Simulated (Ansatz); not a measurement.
Ansatz (a first-principles code) input for C₃H₆BFO₂, SMILES OB(O)C1(F)CC1, B3LYP-D3(BJ)/def2-SVP. 

Ansatz 0.2 input:
```yaml
crystal:
  periodic: [false, false, false]
  atoms:
    - {symbol: O, position_ang: [1.40689637, 1.41283322, 0.00000000]}
    - {symbol: B, position_ang: [0.11721235, 1.02237761, -0.00000000]}
    - {symbol: O, position_ang: [-0.87064143, 1.94793499, -0.00000000]}
    - {symbol: C, position_ang: [-0.19472248, -0.52832722, 0.00000000]}
    - {symbol: F, position_ang: [-1.56500103, -0.79354819, 0.00000000]}
    - {symbol: C, position_ang: [0.62247757, -1.55018918, 0.74600305]}
    - {symbol: C, position_ang: [0.62247758, -1.55018918, -0.74600305]}
    - {symbol: H, position_ang: [1.52225880, 2.36416127, 0.00000001]}
    - {symbol: H, position_ang: [-1.76235040, 1.59906821, 0.00000000]}
    - {symbol: H, position_ang: [0.07759169, -2.33151350, 1.25301248]}
    - {symbol: H, position_ang: [1.49621013, -1.19203448, 1.26591692]}
    - {symbol: H, position_ang: [0.07759169, -2.33151350, -1.25301249]}
    - {symbol: H, position_ang: [1.49621013, -1.19203448, -1.26591691]}
basis:
  gaussian:
    orbitals: def2-SVP
hamiltonian:
  xc: b3lyp
  dispersion: d3bj
relax: {f_tol: 0.002, max_steps: 200}
```

Log of the run:

```
WARN ansatz: RAYON_NUM_THREADS=1 ignored (pool sized by the plan → 1); use --threads N
Functional definition: B3LYP
integrals: 0.10 GiB planned
1419 factors; integrals over basis functions are off by at most 4.2e-4 eV
mean field: 0.62 GiB planned
mean field evaluation 1: about -10679.5491 eV, gradient 7.4e1 eV
mean field evaluation 2: about -10671.4798 eV, gradient 1.0e2 eV
mean field evaluation 4: about -10690.3004 eV, gradient 3.0e0 eV
mean field evaluation 8: about -10690.3684 eV, gradient 2.4e-1 eV
mean field evaluation 16: about -10690.3685 eV, gradient 1.8e-5 eV
mean field -10690.36848113 eV, -392.8637954894 hartree, gradient 1.8e-5 eV, S^2 0.000000; 0 other end points of the search recorded, 0 dependent functions left out
the calculation of the forces begins
reference -10690.36871805 eV, -392.8638041961 hartree; 27, 27 occupied and 101, 101 virtual orbitals, 1419 factors
relax step   1: F+E_penalty+E_count = -10690.79352663 eV  Δ(F+E_penalty+E_count) = +0.000e0 eV  max|allowed force component| = 6.286e-1 eV/Å  Δτ_max = 0.0000 Å  (29 SCF iters, accepted)
these checks for a lower state are left out or cut short: starts, cluster_reference, orbital_swaps, neighbouring_geometries, increment
integrals: 0.10 GiB planned
1419 factors; integrals over basis functions are off by at most 4.2e-4 eV
mean field: 0.62 GiB planned
mean field -10690.40375945 eV, -392.8650919438 hartree, gradient 6.1e-6 eV, S^2 0.000000; 0 other end points of the search recorded, 0 dependent functions left out
the calculation of the forces begins
reference -10690.40399703 eV, -392.8651006748 hartree; 27, 27 occupied and 101, 101 virtual orbitals, 1419 factors
relax step   2: F+E_penalty+E_count = -10690.82959939 eV  Δ(F+E_penalty+E_count) = -3.607e-2 eV  max|allowed force component| = 3.512e-1 eV/Å  Δτ_max = 0.0399 Å  (32 SCF iters, accepted)
these checks for a lower state are left out or cut short: starts, cluster_reference, orbital_swaps, neighbouring_geometries, increment
integrals: 0.10 GiB planned
1419 factors; integrals over basis functions are off by at most 4.3e-4 eV
mean field: 0.62 GiB planned
mean field evaluation 32: about -10690.4123 eV, gradient 6.1e-6 eV
mean field -10690.41234949 eV, -392.8654076219 hartree, gradient 6.0e-6 eV, S^2 0.000000; 0 other end points of the search recorded, 0 dependent functions left out
the calculation of the forces begins
reference -10690.41258753 eV, -392.8654163699 hartree; 27, 27 occupied and 101, 101 virtual orbitals, 1419 factors
relax step   3: F+E_penalty+E_count = -10690.83873155 eV  Δ(F+E_penalty+E_count) = -9.132e-3 eV  max|allowed force component| = 1.447e-1 eV/Å  Δτ_max = 0.0396 Å  (32 SCF iters, accepted)
these checks for a lower state are left out or cut short: starts, cluster_reference, orbital_swaps, neighbouring_geometries, increment
integrals: 0.10 GiB planned
1419 factors; integrals over basis functions are off by at most 4.3e-4 eV
mean field: 0.62 GiB planned
mean field -10690.41434828 eV, -392.8654810761 hartree, gradient 6.0e-6 eV, S^2 0.000000; 0 other end points of the search recorded, 0 dependent functions left out
the calculation of the forces begins
reference -10690.41458642 eV, -392.8654898278 hartree; 27, 27 occupied and 101, 101 virtual orbitals, 1419 factors
relax step   4: F+E_penalty+E_count = -10690.84109343 eV  Δ(F+E_penalty+E_count) = -2.362e-3 eV  max|allowed force component| = 5.178e-2 eV/Å  Δτ_max = 0.0258 Å  (32 SCF iters, accepted)
these checks for a lower state are left out or cut short: starts, cluster_reference, orbital_swaps, neighbouring_geometries, increment
integrals: 0.10 GiB planned
1419 factors; integrals over basis functions are off by at most 4.3e-4 eV
mean field: 0.62 GiB planned
mean field -10690.41463306 eV, -392.8654915416 hartree, gradient 6.0e-6 eV, S^2 0.000000; 0 other end points of the search recorded, 0 dependent functions left out
the calculation of the forces begins
reference -10690.41487136 eV, -392.8655002989 hartree; 27, 27 occupied and 101, 101 virtual orbitals, 1419 factors
relax step   5: F+E_penalty+E_count = -10690.84122173 eV  Δ(F+E_penalty+E_count) = -1.283e-4 eV  max|allowed force component| = 9.788e-2 eV/Å  Δτ_max = 0.0172 Å  (31 SCF iters, accepted)
these checks for a lower state are left out or cut short: starts, cluster_reference, orbital_swaps, neighbouring_geometries, increment
integrals: 0.10 GiB planned
1419 factors; integrals over basis functions are off by at most 4.3e-4 eV
mean field: 0.62 GiB planned
mean field -10690.41479851 eV, -392.8654976217 hartree, gradient 9.5e-6 eV, S^2 0.000000; 0 other end points of the search recorded, 0 dependent functions left out
the calculation of the forces begins
reference -10690.41503676 eV, -392.8655063772 hartree; 27, 27 occupied and 101, 101 virtual orbitals, 1419 factors
relax step   6: F+E_penalty+E_count = -10690.84154863 eV  Δ(F+E_penalty+E_count) = -3.269e-4 eV  max|allowed force component| = 7.655e-3 eV/Å  Δτ_max = 0.0045 Å  (25 SCF iters, accepted)
these checks for a lower state are left out or cut short: starts, cluster_reference, orbital_swaps, neighbouring_geometries, increment
integrals: 0.10 GiB planned
1419 factors; integrals over basis functions are off by at most 4.3e-4 eV
mean field: 0.62 GiB planned
mean field -10690.41482748 eV, -392.8654986863 hartree, gradient 8.6e-5 eV, S^2 0.000000; 0 other end points of the search recorded, 0 dependent functions left out
the calculation of the forces begins
reference -10690.41506570 eV, -392.8655074410 hartree; 27, 27 occupied and 101, 101 virtual orbitals, 1419 factors
relax step   7: F+E_penalty+E_count = -10690.84156570 eV  Δ(F+E_penalty+E_count) = -1.708e-5 eV  max|allowed force component| = 5.576e-3 eV/Å  Δτ_max = 0.0026 Å  (21 SCF iters, accepted)
these checks for a lower state are left out or cut short: starts, cluster_reference, orbital_swaps, neighbouring_geometries, increment
integrals: 0.10 GiB planned
1419 factors; integrals over basis functions are off by at most 4.3e-4 eV
mean field: 0.62 GiB planned
mean field evaluation 64: about -10690.4148 eV, gradient 2.8e-2 eV
mean field -10690.41481284 eV, -392.8654981483 hartree, gradient 1.7e-5 eV, S^2 0.000000; 0 other end points of the search recorded, 0 dependent functions left out
the calculation of the forces begins
reference -10690.41505105 eV, -392.8655069026 hartree; 27, 27 occupied and 101, 101 virtual orbitals, 1419 factors
relax step   8: F+E_penalty+E_count = -10690.84156746 eV  Δ(F+E_penalty+E_count) = -1.760e-6 eV  max|allowed force component| = 1.456e-3 eV/Å  Δτ_max = 0.0005 Å  (21 SCF iters, accepted)
integrals: 0.10 GiB planned
1419 factors; integrals over basis functions are off by at most 4.3e-4 eV
mean field: 0.62 GiB planned
mean field -10690.41481284 eV, -392.8654981483 hartree, gradient 1.7e-5 eV, S^2 0.000000; 1 other end points of the search recorded, 0 dependent functions left out
the calculation of the forces begins
reference -10690.41505105 eV, -392.8655069026 hartree; 27, 27 occupied and 101, 101 virtual orbitals, 1419 factors
Total energy: -10690.84180568 eV, -392.8811898459 hartree
Atom 0 at     1.432624     1.411926    -0.000000 Å, force     0.000052     0.000244    -0.000000 eV/Å
Atom 1 at     0.132127     1.015544    -0.000000 Å, force     0.000728    -0.000316    -0.000000 eV/Å
Atom 2 at    -0.876472     1.929311     0.000000 Å, force    -0.000009    -0.000463    -0.000000 eV/Å
Atom 3 at    -0.197593    -0.517152    -0.000000 Å, force    -0.001456    -0.000461    -0.000000 eV/Å
Atom 4 at    -1.573942    -0.748090    -0.000000 Å, force     0.000904    -0.000155    -0.000000 eV/Å
Atom 5 at     0.619858    -1.534173     0.752012 Å, force     0.000127     0.000155     0.000464 eV/Å
Atom 6 at     0.619858    -1.534173    -0.752012 Å, force     0.000127     0.000155    -0.000464 eV/Å
Atom 7 at     1.520700     2.374339     0.000000 Å, force    -0.000068     0.000089    -0.000000 eV/Å
Atom 8 at    -1.736552     1.484902     0.000000 Å, force     0.000316     0.000047     0.000000 eV/Å
Atom 9 at     0.048090    -2.321055     1.251273 Å, force     0.000259     0.000446    -0.000359 eV/Å
Atom 10 at     1.504711    -1.181649     1.288455 Å, force    -0.000620    -0.000094    -0.000175 eV/Å
Atom 11 at     0.048090    -2.321055    -1.251273 Å, force     0.000259     0.000446     0.000359 eV/Å
Atom 12 at     1.504711    -1.181649    -1.288454 Å, force    -0.000620    -0.000094     0.000175 eV/Å
Dipole moment:     0.080856     0.071828     0.000000 e Å
```

Self-consistency was reached.

Cost: very roughly 60 core-seconds.
